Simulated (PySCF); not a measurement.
## How methods differ on the ionisation energy of Mg⁹⁺

Mg⁹⁺ [He] 2s1 (2S) → Mg¹⁰⁺ 1s2 (1S), as a difference of total energies. Calculation: PySCF 2.14, in an uncontracted even-tempered set (17 s from 0.9 bohr⁻², ratio 2.2; 9 p from 1.5 bohr⁻², ratio 2.4; 6 d from 4.5 bohr⁻², ratio 2.4; 5 f from 6.7 bohr⁻², ratio 2.4; 5 g from 10 bohr⁻², ratio 2.4); the non-relativistic Hamiltonian (point nucleus). Correlated levels: nothing frozen; virtual orbitals above 40 to 60 times the deepest correlated orbital energy dropped. The calculations carry no spin-orbit coupling.

```
                 method  ionisation energy (eV)  difference from reference (eV)
                    UHF                  366.64                           -0.85
                    LDA                  366.01                           -1.48
                    PBE                  367.71                           +0.22
                   PBE0                  367.51                           +0.02
                 r2SCAN                  366.34                           -1.15
                r2SCAN0                  366.52                           -0.97
                 M06-2X                  367.79                           +0.30
    MP2 (all electrons)                  366.78                           -0.71
SCS-MP2 (all electrons)                  366.77                           -0.72
```

Reference: 367.49 eV (theoretical estimate listed by NIST; NIST Atomic Spectra Database, ionization energies).

These non-relativistic numbers lack the scalar-relativistic shift.
